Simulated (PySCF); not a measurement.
C₅H₁₅NSi, triplet, at the geometry of the source list (a higher spin typed on purpose: for a closed-shell molecule this is an excited state) (in this run its highest filled SCF level lies above zero, so its values depend strongly on the basis, on diffuse functions most of all); CCSD/STO-3G run with PySCF.

The PySCF input:
```python
from pyscf import gto, scf, cc

mol = gto.M(
    atom='''
C     1.686400   -1.006400    1.031900
N     1.101300   -0.023300    0.152800
C     1.987400    0.304100   -0.937700
Si   -0.618600    0.150700    0.005700
C    -1.480600   -1.211200   -1.032100
C    -1.348500    0.122600    1.763800
C    -0.954800    1.836600   -0.812300
H     1.032600   -1.179200    1.881100
H     1.859100   -1.961900    0.521200
H     2.649300   -0.641600    1.400300
H     2.180700   -0.561900   -1.583000
H     1.555500    1.097100   -1.540100
H     2.945800    0.649400   -0.540000
H    -1.320400   -2.197000   -0.603200
H    -2.553700   -1.054900   -1.092200
H    -1.099300   -1.234600   -2.049800
H    -0.802100    0.776600    2.435800
H    -1.339800   -0.875900    2.190700
H    -2.381100    0.455200    1.749400
H    -2.003700    2.098500   -0.720400
H    -0.718900    1.827400   -1.872200
H    -0.376400    2.629800   -0.349500
''',
    basis='sto-3g',
    charge=0,
    spin=2,
    verbose=4,
)

mf = scf.UHF(mol)
mf.kernel()

mycc = cc.CCSD(mf)
mycc.kernel()
print('E(CCSD) = %.10f' % mycc.e_tot)
```

What the program printed (banner, timings and long lists left out):

```
PySCF version 2.14.0

[INPUT] verbose = 4
[INPUT] num. atoms = 22
[INPUT] num. electrons = 66
[INPUT] charge = 0
[INPUT] spin (= nelec alpha-beta = 2S) = 2
[INPUT] symmetry False subgroup None
[INPUT] Mole.unit = angstrom
[INPUT] Symbol           X                Y                Z      unit          X                Y                Z       unit  Magmom
[INPUT]  1 C      1.686400000000  -1.006400000000   1.031900000000 AA    3.186834136467  -1.901820371762   1.950008387939 Bohr   0.0
[INPUT]  2 N      1.101300000000  -0.023300000000   0.152800000000 AA    2.081155380984  -0.044030618702   0.288750151834 Bohr   0.0
[INPUT]  3 C      1.987400000000   0.304100000000  -0.937700000000 AA    3.755641699961   0.574665714480  -1.771996187005 Bohr   0.0
[INPUT]  4 Si    -0.618600000000   0.150700000000   0.005700000000 AA   -1.168984580656   0.284781726972   0.010771438910 Bohr   0.0
[INPUT]  5 C     -1.480600000000  -1.211200000000  -1.032100000000 AA   -2.797928500031  -2.288836282073  -1.950386333164 Bohr   0.0
[INPUT]  6 C     -1.348500000000   0.122600000000   1.763800000000 AA   -2.548295678976   0.231680422872   3.333098938508 Bohr   0.0
[INPUT]  7 C     -0.954800000000   1.836600000000  -0.812300000000 AA   -1.804310503735   3.470671000376  -1.535024530984 Bohr   0.0
[INPUT]  8 H      1.032600000000  -1.179200000000   1.881100000000 AA    1.951331196226  -2.228365046087   3.554763812919 Bohr   0.0
[INPUT]  9 H      1.859100000000  -1.961900000000   0.521200000000 AA    3.513189838179  -3.707453683784   0.984925256123 Bohr   0.0
[INPUT] 10 H      2.649300000000  -0.641600000000   1.400300000000 AA    5.006451421810  -1.212448281521   2.646183492228 Bohr   0.0
[INPUT] 11 H      2.180700000000  -0.561900000000  -1.583000000000 AA    4.120925759839  -1.061837109393  -2.991436455186 Bohr   0.0
[INPUT] 12 H      1.555500000000   1.097100000000  -1.540100000000 AA    2.939468986761   2.073218531260  -2.910367204443 Bohr   0.0
[INPUT] 13 H      2.945800000000   0.649400000000  -0.540000000000 AA    5.566755217744   1.227188145293  -1.020452107265 Bohr   0.0
[INPUT] 14 H     -1.320400000000  -2.197000000000  -0.603200000000 AA   -2.495194374876  -4.151728295669  -1.139882798338 Bohr   0.0
[INPUT] 15 H     -2.553700000000  -1.054900000000  -1.092200000000 AA   -4.825793604302  -1.993472088804  -2.063958873250 Bohr   0.0
[INPUT] 16 H     -1.099300000000  -1.234600000000  -2.049800000000 AA   -2.077375928734  -2.333055873388  -3.873560610133 Bohr   0.0
[INPUT] 17 H     -0.802100000000   0.776600000000   2.435800000000 AA   -1.515749324514   1.467561308337   4.602994894216 Bohr   0.0
[INPUT] 18 H     -1.339800000000  -0.875900000000   2.190700000000 AA   -2.531855061692  -1.655211112507   4.139823021085 Bohr   0.0
[INPUT] 19 H     -2.381100000000   0.455200000000   1.749400000000 AA   -4.499626875202   0.860203331902   3.305886882314 Bohr   0.0
[INPUT] 20 H     -2.003700000000   2.098500000000  -0.720400000000 AA   -3.786444235791   3.965590272400  -1.361358700137 Bohr   0.0
[INPUT] 21 H     -0.718900000000   1.827400000000  -1.872200000000 AA   -1.358524110950   3.453285520030  -3.537945250411 Bohr   0.0
[INPUT] 22 H     -0.376400000000   2.629800000000  -0.349500000000 AA   -0.711292913286   4.969601762381  -0.660459280535 Bohr   0.0

nuclear repulsion = 413.389322821439
number of shells = 38
number of NR pGTOs = 162
number of NR cGTOs = 54
basis = sto-3g
ecp = {}

******** <class 'pyscf.scf.uhf.UHF'> ********
method = UHF
initial guess = minao
damping factor = 0
level_shift factor = 0
DIIS = <class 'pyscf.scf.diis.CDIIS'>
diis_start_cycle = 1
diis_space = 8
diis_damp = 0
SCF conv_tol = 1e-09
SCF conv_tol_grad = None
SCF max_cycles = 50
direct_scf = True
direct_scf_tol = 1e-13
number electrons alpha = 34  beta = 32
Set gradient conv threshold to 3.16228e-05
init E= -535.932793302184

cycle= 1 E= -534.742925532147  delta_E= 1.19  |g|= 0.293  |ddm|= 4.48

cycle= 2 E= -534.8372917028  delta_E= -0.0944  |g|= 0.104  |ddm|= 0.866
cycle= 3 E= -534.85550301626  delta_E= -0.0182  |g|= 0.0488  |ddm|= 0.426
cycle= 4 E= -534.863218167493  delta_E= -0.00772  |g|= 0.0227  |ddm|= 0.416
cycle= 5 E= -534.865480511454  delta_E= -0.00226  |g|= 0.0132  |ddm|= 0.261
cycle= 6 E= -534.866365591579  delta_E= -0.000885  |g|= 0.00681  |ddm|= 0.197
cycle= 7 E= -534.866567924349  delta_E= -0.000202  |g|= 0.00256  |ddm|= 0.101
cycle= 8 E= -534.866586491009  delta_E= -1.86e-05  |g|= 0.00117  |ddm|= 0.0193
cycle= 9 E= -534.866590485374  delta_E= -3.99e-06  |g|= 0.000407  |ddm|= 0.00836
cycle= 10 E= -534.866591012118  delta_E= -5.27e-07  |g|= 0.000192  |ddm|= 0.00349
cycle= 11 E= -534.866591171221  delta_E= -1.59e-07  |g|= 9.63e-05  |ddm|= 0.00234
cycle= 12 E= -534.866591219281  delta_E= -4.81e-08  |g|= 4.55e-05  |ddm|= 0.00148
cycle= 13 E= -534.8665912296  delta_E= -1.03e-08  |g|= 1.94e-05  |ddm|= 0.000706
cycle= 14 E= -534.86659123121  delta_E= -1.61e-09  |g|= 6.79e-06  |ddm|= 0.000292
cycle= 15 E= -534.866591231355  delta_E= -1.45e-10  |g|= 2.72e-06  |ddm|= 6.38e-05
Extra cycle  E= -534.866591231375  delta_E= -2.06e-11  |g|= 1.84e-06  |ddm|= 1.64e-05
converged SCF energy = -534.866591231375  <S^2> = 2.008684  2S+1 = 3.0057837

******** <class 'pyscf.cc.uccsd.UCCSD'> ********
CC2 = 0
CCSD nocc = (np.int64(34), np.int64(32)), nmo = (54, 54)
max_cycle = 50
direct = 0
conv_tol = 1e-07
conv_tol_normt = 1e-06
diis_space = 6
diis_start_cycle = 0
diis_start_energy_diff = 1e+09
Init t2, MP2 energy = -0.338597714939515
Init E_corr(UCCSD) = -0.338597714944891
cycle = 1  E_corr(UCCSD) = -0.411021268386704  dE = -0.0724235534  norm(t1,t2) = 0.105845
cycle = 2  E_corr(UCCSD) = -0.434352780821638  dE = -0.0233315124  norm(t1,t2) = 0.0439109
cycle = 3  E_corr(UCCSD) = -0.449905095110209  dE = -0.0155523143  norm(t1,t2) = 0.0233832
cycle = 4  E_corr(UCCSD) = -0.450017455717377  dE = -0.000112360607  norm(t1,t2) = 0.00942855
cycle = 5  E_corr(UCCSD) = -0.450022703624937  dE = -5.24790756e-06  norm(t1,t2) = 0.00486538
cycle = 6  E_corr(UCCSD) = -0.450069305740079  dE = -4.66021151e-05  norm(t1,t2) = 0.0023062
cycle = 7  E_corr(UCCSD) = -0.450051569115639  dE = 1.77366244e-05  norm(t1,t2) = 0.000998264
cycle = 8  E_corr(UCCSD) = -0.450070756773869  dE = -1.91876582e-05  norm(t1,t2) = 0.000565915
cycle = 9  E_corr(UCCSD) = -0.450084128237809  dE = -1.33714639e-05  norm(t1,t2) = 0.000332685
cycle = 10  E_corr(UCCSD) = -0.450084135125551  dE = -6.88774149e-09  norm(t1,t2) = 0.000181927
cycle = 11  E_corr(UCCSD) = -0.45007815970903  dE = 5.97541652e-06  norm(t1,t2) = 9.65238e-05
cycle = 12  E_corr(UCCSD) = -0.450075573929425  dE = 2.58577961e-06  norm(t1,t2) = 4.63111e-05
cycle = 13  E_corr(UCCSD) = -0.450075810817285  dE = -2.3688786e-07  norm(t1,t2) = 2.37314e-05
cycle = 14  E_corr(UCCSD) = -0.450076253789297  dE = -4.42972012e-07  norm(t1,t2) = 1.36498e-05
cycle = 15  E_corr(UCCSD) = -0.450076143863766  dE = 1.0992553e-07  norm(t1,t2) = 7.34134e-06
cycle = 16  E_corr(UCCSD) = -0.450075999109458  dE = 1.44754308e-07  norm(t1,t2) = 4.00921e-06
cycle = 17  E_corr(UCCSD) = -0.450075903925193  dE = 9.51842652e-08  norm(t1,t2) = 2.40469e-06
cycle = 18  E_corr(UCCSD) = -0.450075891914411  dE = 1.20107817e-08  norm(t1,t2) = 1.54745e-06
cycle = 19  E_corr(UCCSD) = -0.450075890431426  dE = 1.48298462e-09  norm(t1,t2) = 9.65879e-07
UCCSD converged
E(UCCSD) = -535.3166671218066  E_corr = -0.4500758904314264
E(CCSD) = -535.3166671218
```
